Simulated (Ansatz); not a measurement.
Input file for Ansatz (a first-principles code): R-PBE/def2-TZVPP on BH3O (SMILES BO), a point of a torsion scan.

Ansatz 0.2 input:
```yaml
crystal:
  periodic: [false, false, false]
  atoms:
    - {symbol: B, position_ang: [-0.46750187, -0.04508635, 0.16790317]}
    - {symbol: O, position_ang: [0.80912053, -0.38162749, 0.35416407]}
    - {symbol: H, position_ang: [-1.28389001, -0.82514224, -0.18785609]}
    - {symbol: H, position_ang: [-0.67198688, 1.10169257, -0.01139608]}
    - {symbol: H, position_ang: [1.06106929, -1.06236099, 0.97243281]}
basis:
  gaussian:
    orbitals: def2-TZVPP
hamiltonian:
  xc: {name: PBE}
scf: {lower_state_search: off}
```

The log:

```
WARN ansatz: RAYON_NUM_THREADS=1 ignored (pool sized by the plan → 1); use --threads N
Functional definition: PBE
these checks for a lower state are left out or cut short: stability, starts, cluster_reference, orbital_swaps, neighbouring_geometries, increment
integrals: 0.02 GiB planned
497 factors; their error is unknown
mean field: 0.20 GiB planned
mean field evaluation 1: about -2764.5614 eV, gradient 5.7e1 eV
mean field evaluation 2: about -2742.1871 eV, gradient 1.2e2 eV
mean field evaluation 4: about -2770.0923 eV, gradient 5.5e0 eV
mean field evaluation 8: about -2770.1680 eV, gradient 1.9e-2 eV
mean field evaluation 16: about -2770.1609 eV, gradient 5.8e-6 eV
mean field -2770.16090414 eV, -101.8015355447 hartree, gradient 5.8e-6 eV, S^2 0.000000; 0 other end points of the search recorded, 0 dependent functions left out
reference -2770.16093795 eV, -101.8015367873 hartree; 8, 8 occupied and 96, 96 virtual orbitals, 497 factors
Total energy: -2770.16093795 eV, -101.8015367873 hartree
Checks for a lower state left out: stability, starts, cluster_reference, orbital_swaps, neighbouring_geometries, increment
```

The calculation finished and met its thresholds.

Cost: very roughly 0.4 core-seconds.
